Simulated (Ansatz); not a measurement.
Mulliken charges of BClH4SSi, SMILES `S[SiH2]BCl` from r2SCAN/def2-TZVPP in Ansatz (PBE0-D4/def2-TZVP geometry).

```
atom   x (Å)   y (Å)   z (Å)  charge (e)
  S1  -1.461   1.471   0.002      -0.260
 Si2   0.494   0.644   0.358       0.288
  B3   0.188  -1.326   0.122       0.086
 Cl4   0.243  -2.004  -1.483      -0.108
  H5  -1.557   0.970  -1.242       0.113
  H6   0.810   1.041   1.754      -0.069
  H7   1.509   1.214  -0.567      -0.070
  H8  -0.135  -2.066   1.000       0.021
```

By hand: the dipole of these point charges (1 e Å = 4.8032 D).

Σ q r = (0.172, -0.185, 0.073) e Å, of length 0.263 e Å = 1.26 D.

How does the dipole of the full density compare? (An estimate is asked.)

Computed: (0.123, -0.075, -0.033) e Å, 0.71 D; the point charges give 1.77 times that, at 33° from its direction.

Point charges leave out the atoms' own dipoles, such as those of lone pairs, and Mulliken's split depends on the basis, so the two needn't agree.
